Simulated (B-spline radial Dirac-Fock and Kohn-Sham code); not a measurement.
## In¹⁷⁺: scattering cross sections and density moments

System: indium as In¹⁷⁺, configuration [Ar] 3d10 4s2 4p2.

Input file task.json (cfg lists n, l and occupation; rrms is the nuclear radius in fm):

```json
{"items": [{
  "Z": 49,
  "q": 17,
  "cfg": [[1, 0, 2], [2, 0, 2], [2, 1, 6], [3, 0, 2], [3, 1, 6], [3, 2, 10], [4, 0, 2], [4, 1, 2]],
  "A": 115,
  "rrms": 4.6156,
  "do": ["scatter"],
  "s": [0.0, 0.05, 0.1, 0.15, 0.2, 0.25, 0.3, 0.35, 0.4, 0.45, 0.5, 0.6, 0.7, 0.8, 0.9, 1.0, 1.1, 1.2, 1.4, 1.6, 1.8, 2.0, 2.5, 3.0, 3.5, 4.0, 5.0, 6.0],
  "pz": [0, 0.1, 0.2, 0.3, 0.4, 0.5, 0.6, 0.8, 1.0, 1.2, 1.4, 1.6, 1.8, 2.0, 2.5, 3.0, 4.0, 5.0, 7.0, 10.0, 15.0, 20.0, 30.0, 40.0, 60.0, 100.0],
  "hv_scatter": [5000, 10000, 17479.3, 20000, 30000, 50000, 500000, 1000000]
}]}
```

Command: `python xray_run.py task.json out`

The computed values come from a radial finite-basis atomic code: configuration-average Dirac-Fock orbitals.

| Item | Value |
| --- | --- |
| Sum of ⟨r⟩ | 9.990 bohr |
| Sum of ⟨r²⟩ | 5.083 bohr² |
| Sum of ⟨1/r⟩ | 274.78 per bohr |
| Langevin diamagnetic susceptibility | -4.03 × 10⁻⁶ cm³/mol |
| Lamb shielding (α²/3)Σ⟨1/r⟩ | 4877 ppm |

Coherent scattering is the Thomson cross section weighted by f₀², without anomalous dispersion; incoherent scattering is Klein-Nishina weighted by S. The Lamb formula is the non-relativistic shielding expression. Electron correlation is left out.

```
hν (keV)  coherent (b)  incoherent (b)  incoherent per electron (b)
       5         574.7           1.707                       0.0533
      10         404.0           4.208                        0.131
 17.4793         237.5           7.110                        0.222
      20         201.6           7.886                        0.246
      30         116.6           10.19                        0.319
      50         55.11           12.44                        0.389
     500        0.8653           9.072                        0.284
    1000        0.2215           6.709                        0.210
```

Incoherent scattering overtakes coherent scattering between 50 and 500 keV.
